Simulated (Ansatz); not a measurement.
Total energies of the cluster Au₃O⁺ (the lowest singlet isomer of a short search) from Ansatz at PBE-D4/def2-TZVP, gas phase (1 Eh = 27.2114 eV = 2625.5 kJ/mol). The reference geometry is relaxed at r2SCAN-D4/def2-SVP.

```xyz
4

Au    1.844    0.281    0.164
Au   -1.094    0.276    1.493
Au   -0.774    0.046   -1.703
O     0.023   -0.603    0.046
```

```tsv
state	geometry	energy (Eh)
charge 1 singlet	reference	-482.18911
charge 0 doublet	reference	-482.46988
charge 1 triplet	relaxed at r2SCAN-D4/def2-SVP	-482.18044
charge 1 quintet	relaxed at r2SCAN-D4/def2-SVP	-482.11914
```

In the def2 sets Au takes a core potential; there is no spin–orbit coupling.

**Question.** Work out the vertical electron affinity, to the doublet.

**Answer.** E(charge 1 singlet) − E(charge 0 doublet) = -482.18911 − (-482.46988) = 0.28077 Eh = 7.64 eV.

**Question.** Which of the charge 1 states is lowest, and how far above it are the others?

**Answer.** The singlet. triplet: -482.18044 − (-482.18911) = 0.00867 Eh = 22.8 kJ/mol; quintet: -482.11914 − (-482.18911) = 0.06997 Eh = 183.7 kJ/mol. The triplet differs in its bonds from the reference. The quintet differs in its bonds from the reference.

The structure comes from a short search, and lower isomers may exist.
